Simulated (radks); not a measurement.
Problem. Pr+, 58 electrons, occupied as [Xe] 4f3 6s1 (the NIST ground configuration). All-electron calculation, scalar-relativistic Kohn-Sham, PBE, spin-polarised, spherical densities, finite nucleus; open shells are filled with parallel spins first (spin-orbit coupling, left out, can overturn this in heavy ions); Fermi nuclear charge, rms radius 4.8919 fm. Program: a radial shooting solver on a logarithmic mesh with Libxc functionals. Some entries of the table are withheld. Estimate them.

orbital  occ.  eigenvalue (eV)  <r> (bohr)  r(max) (bohr)
1s up       1        -41817.74     0.02410        0.01541
1s down     1        -41817.73     0.02410        0.01541
2s up       1        -6732.160      0.1031        0.08725
2s down     1        -6732.151      0.1031        0.08725
2p up       3        -6024.649     0.09055        0.07028
2p down     3        -6024.643     0.09055        0.07028
3s up       1        -1456.968      0.2724         0.2491
3s down     1        -1456.245      0.2723         0.2491
3p up       3        -1232.838      0.2705         0.2439
3p down     3        -1232.118      0.2704         0.2438
3d up       5        -918.0460      0.2476         0.2006
3d down     5        -917.4871      0.2474         0.2005
4s up       1        -294.8832      0.6227         0.5791
4s down     1        -292.8190      0.6224         0.5789
4p up       3        -221.6875      0.6597         0.6046
4p down     3        -219.5950      0.6593         0.6043
4d up       5              (1)      0.7276         0.6359
4d down     5              (2)      0.7274         0.6354
5s up       1         -45.4217         (3)          1.351
5s down     1         -43.9245         (4)          1.358
5p up       3         -27.7637       1.758          1.530
5p down     3         -26.5250       1.771          1.542
6s up       1          -8.4333       4.035          3.586
4f up       3          -7.7015         (5)         0.6927
4f down     0          -5.8060         (6)         0.6932

Solution. 
(1) 4d up eigenvalue (eV): -116.9983
(2) 4d down eigenvalue (eV): -114.8669
(3) 5s up <r> (bohr): 1.504
(4) 5s down <r> (bohr): 1.514
(5) 4f up <r> (bohr): 1.160
(6) 4f down <r> (bohr): 1.205
